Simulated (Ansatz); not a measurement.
`C[B](C)[SnH3]` and `CB(C)O` differ in one atom or group.

Ansatz, PBE0-D4/def2-TZVP geometries, multiplicity 1. Each molecule was computed in one conformer, which needn't be the lowest.

Elements past krypton have def2 core potentials.

```json
{"property": "HOMO energy (PBE0/def2-TZVPP) / eV", "`C[B](C)[SnH3]`": "-7.23"}
{"property": "HOMO–LUMO gap (PBE/def2-TZVPP) / eV", "`C[B](C)[SnH3]`": "3.81"}
{"property": "HOMO energy (B3LYP/def2-TZVPP) / eV", "`C[B](C)[SnH3]`": "-7.06"}
{"property": "HOMO–LUMO gap (B3LYP/def2-TZVPP) / eV", "`C[B](C)[SnH3]`": "5.49"}
{"property": "HOMO energy (PBE/def2-TZVPP) / eV", "`C[B](C)[SnH3]`": "-6.14"}
{"property": "LUMO energy (PBE/def2-TZVPP) / eV", "`C[B](C)[SnH3]`": "-2.33"}
```

**Question.** What does the change do to each property? (Estimate.)

**Answer.** Ansatz gave: 
```csv
property,`CB(C)O`,shift
HOMO energy (PBE0/def2-TZVPP) / eV,-8.41,-1.18
HOMO–LUMO gap (PBE/def2-TZVPP) / eV,6.63,2.82
HOMO energy (B3LYP/def2-TZVPP) / eV,-8.21,-1.15
HOMO–LUMO gap (B3LYP/def2-TZVPP) / eV,8.55,3.06
HOMO energy (PBE/def2-TZVPP) / eV,-6.96,-0.82
LUMO energy (PBE/def2-TZVPP) / eV,-0.33,2.00
```

With PBE0 the HOMO falls by 1.18 eV and the LUMO rises by 2.07 eV, so the gap widens by about 3.25 eV. PBE moves the HOMO by -0.82 eV and ωB97M-V by -1.43 eV.

B3LYP here is the variant with VWN-RPA as its local correlation; programs differ in this.
